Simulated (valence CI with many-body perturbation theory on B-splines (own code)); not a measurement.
E1 line list for Au73+

Method: valence CI with perturbative core correlation (CI+MBPT): four valence electrons over a frozen Dirac-Fock core [He], a basis of 11 s, 11 p, 9 d, 7 f, 5 g, 2 h, 1 i functions for each j, with the one-electron correlation potential Σ1, the two-electron term Σ2, the three-electron term Σ3, Breit, model QED; selected CI, second order for the rest (own B-spline code, finite nucleus).

No measured spectrum was set against this ion. As an estimate, large intervals hold to a few tenths of a per cent, small ones and those within an open d or f shell to about a per cent. Among the levels kept, up to 300 cm⁻¹ of a level comes from second order outside the variational space, and about a tenth of that is noise between levels of different J, which matters for small intervals.

Lines 101 to 150 of 255 in falling wavelength, among levels below 1131.6 Ry, chosen from the strongest by gf and those to the six lowest levels. Wavelengths and rates use the calculated energies. Electric multipoles are in the length gauge, E1 and E2 with the static RPA response of the core. Weak lines are less certain than strong ones. Lines between different terms over intervals too small for the method are left out, as are lines whose strength nearly cancels. The highest levels of a list are the least certain.

Levels are named by their leading jj configuration (3d3/2^4 stands for four electrons in 3d with j = 3/2), which in mixed levels can hold well under half, so a name can repeat and another be missing. Letters in brackets count levels of one name in rising energy.

```
λ vac (Å)                           Upper                       Lower   A (s⁻¹)  S (a.u.)
    5.236           (2p1/2^2 2p3/2^2) J=0      (2s 2p1/2^2 2p3/2) J=1  3.78e+13  2.68e-03
    5.225      (2s 2p1/2 2p3/2^2) J=2 [b]      (2s^2 2p1/2 2p3/2) J=1  2.59e+12  9.12e-04
    5.214      (2s 2p1/2 2p3/2^2) J=1 [b]      (2s^2 2p1/2 2p3/2) J=1  6.78e+11  1.42e-04
    5.202                (2s 2p3/2^3) J=1          (2s^2 2p3/2^2) J=2  3.27e+13  6.81e-03
    5.183           (2p1/2^2 2p3/2^2) J=2      (2s 2p1/2^2 2p3/2) J=2  1.82e+13  6.25e-03
    5.135             (2p1/2 2p3/2^3) J=2      (2s 2p1/2 2p3/2^2) J=3  9.36e+12  3.13e-03
    1.225             (2s 2p1/2^2 3s) J=1      (2s 2p1/2^2 2p3/2) J=1  4.94e+13  1.34e-04
    1.220             (2s 2p1/2^2 3s) J=0      (2s 2p1/2^2 2p3/2) J=1  3.02e+14  2.70e-04
    1.220          (2p1/2^2 2p3/2 3s) J=2       (2p1/2^2 2p3/2^2) J=2  1.62e+14  7.24e-04
    1.218          (2p1/2^2 2p3/2 3s) J=1       (2p1/2^2 2p3/2^2) J=2  2.66e+14  7.12e-04
    1.214         (2s 2p1/2 2p3/2 3s) J=3      (2s 2p1/2 2p3/2^2) J=3  1.46e+14  9.02e-04
    1.213             (2s 2p1/2^2 3s) J=1      (2s 2p1/2^2 2p3/2) J=2  2.72e+14  7.21e-04
    1.212             (2s^2 2p1/2 3s) J=1      (2s^2 2p1/2 2p3/2) J=2  2.66e+14  7.02e-04
    1.211     (2s 2p1/2 2p3/2 3s) J=2 [b]      (2s 2p1/2 2p3/2^2) J=3  2.23e+14  9.79e-04
    1.210             (2s^2 2p1/2 3s) J=0      (2s^2 2p1/2 2p3/2) J=1  3.23e+14  2.83e-04
    1.210             (2s^2 2p1/2 3s) J=1      (2s^2 2p1/2 2p3/2) J=1  5.24e+13  1.37e-04
    1.209             (2s^2 2p3/2 3s) J=2          (2s^2 2p3/2^2) J=2  1.65e+14  7.21e-04
    1.208             (2s^2 2p3/2 3s) J=1          (2s^2 2p3/2^2) J=2  2.73e+14  7.12e-04
    1.139          (2s 2p1/2^2 3d3/2) J=1      (2s 2p1/2^2 2p3/2) J=1  2.60e+14  5.69e-04
    1.139          (2s 2p1/2^2 3d3/2) J=2      (2s 2p1/2^2 2p3/2) J=1  1.28e+13  4.68e-05
    1.129  (2s 2p1/2 2p3/2 3d3/2) J=2 [a]  (2s 2p1/2 2p3/2^2) J=2 [a]  1.84e+14  6.54e-04
    1.129          (2s 2p1/2^2 3d3/2) J=1      (2s 2p1/2^2 2p3/2) J=2  5.80e+13  1.24e-04
    1.129          (2s 2p1/2^2 3d3/2) J=2      (2s 2p1/2^2 2p3/2) J=2  3.52e+14  1.25e-03
    1.129          (2s^2 2p1/2 3d3/2) J=2      (2s^2 2p1/2 2p3/2) J=2  3.14e+14  1.11e-03
    1.128  (2s 2p1/2 2p3/2 3d3/2) J=2 [b]      (2s 2p1/2 2p3/2^2) J=3  2.59e+14  9.16e-04
    1.127  (2s 2p1/2 2p3/2 3d5/2) J=2 [a]  (2s 2p1/2 2p3/2^2) J=1 [a]  3.00e+14  1.06e-03
    1.127          (2s^2 2p1/2 3d3/2) J=2      (2s^2 2p1/2 2p3/2) J=1  3.46e+13  1.22e-04
    1.126          (2s^2 2p1/2 3d3/2) J=1      (2s^2 2p1/2 2p3/2) J=2  5.50e+13  1.16e-04
    1.125          (2s^2 2p3/2 3d3/2) J=2          (2s^2 2p3/2^2) J=2  1.99e+14  6.98e-04
    1.124  (2s 2p1/2 2p3/2 3d5/2) J=1 [a]  (2s 2p1/2 2p3/2^2) J=1 [a]  5.30e+14  1.12e-03
    1.124          (2s^2 2p1/2 3d3/2) J=1      (2s^2 2p1/2 2p3/2) J=1  2.97e+14  6.25e-04
    1.124          (2s^2 2p3/2 3d3/2) J=3          (2s^2 2p3/2^2) J=2  5.18e+13  2.54e-04
    1.124  (2s 2p1/2 2p3/2 3d5/2) J=3 [b]  (2s 2p1/2 2p3/2^2) J=2 [b]  1.84e+14  9.00e-04
    1.123          (2s^2 2p3/2 3d3/2) J=1          (2s^2 2p3/2^2) J=2  3.79e+14  7.95e-04
    1.123  (2s 2p1/2 2p3/2 3d5/2) J=2 [b]  (2s 2p1/2 2p3/2^2) J=1 [b]  5.11e+14  1.79e-03
    1.122  (2s 2p1/2 2p3/2 3d5/2) J=2 [b]  (2s 2p1/2 2p3/2^2) J=2 [b]  8.22e+14  2.87e-03
    1.122  (2s 2p1/2 2p3/2 3d5/2) J=1 [a]      (2s 2p1/2 2p3/2^2) J=0  1.31e+15  2.74e-03
    1.122  (2s 2p1/2 2p3/2 3d5/2) J=1 [b]  (2s 2p1/2 2p3/2^2) J=1 [b]  1.40e+15  2.93e-03
    1.121          (2s 2p1/2^2 3d5/2) J=2      (2s 2p1/2^2 2p3/2) J=1  1.78e+15  6.18e-03
    1.121  (2s 2p1/2 2p3/2 3d5/2) J=1 [b]  (2s 2p1/2 2p3/2^2) J=2 [b]  3.78e+14  7.89e-04
    1.121      (2s 2p1/2 2p3/2 3d5/2) J=0  (2s 2p1/2 2p3/2^2) J=1 [b]  2.05e+15  1.42e-03
    1.114          (2s^2 2p3/2 3d5/2) J=1          (2s^2 2p3/2^2) J=0  2.01e+15  4.12e-03
    1.113          (2s 2p1/2^2 3d5/2) J=3      (2s 2p1/2^2 2p3/2) J=2  1.99e+15  9.49e-03
    1.113  (2s 2p1/2 2p3/2 3d5/2) J=3 [b]      (2s 2p1/2 2p3/2^2) J=3  1.53e+15  7.29e-03
    1.113  (2s 2p1/2 2p3/2 3d5/2) J=4 [b]      (2s 2p1/2 2p3/2^2) J=3  2.55e+15  1.56e-02
    1.112  (2s 2p1/2 2p3/2 3d5/2) J=2 [a]  (2s 2p1/2 2p3/2^2) J=2 [a]  1.34e+15  4.55e-03
    1.112          (2s^2 2p1/2 3d5/2) J=2      (2s^2 2p1/2 2p3/2) J=2  2.06e+14  6.99e-04
    1.112  (2s 2p1/2 2p3/2 3p3/2) J=3 [a]          (2s^2 2p3/2^2) J=2  2.09e+13  9.92e-05
    1.112  (2s 2p1/2 2p3/2 3d5/2) J=3 [a]  (2s 2p1/2 2p3/2^2) J=2 [a]  2.65e+15  1.26e-02
    1.112  (2s 2p1/2 2p3/2 3d5/2) J=2 [b]      (2s 2p1/2 2p3/2^2) J=3  3.11e+14  1.06e-03
```
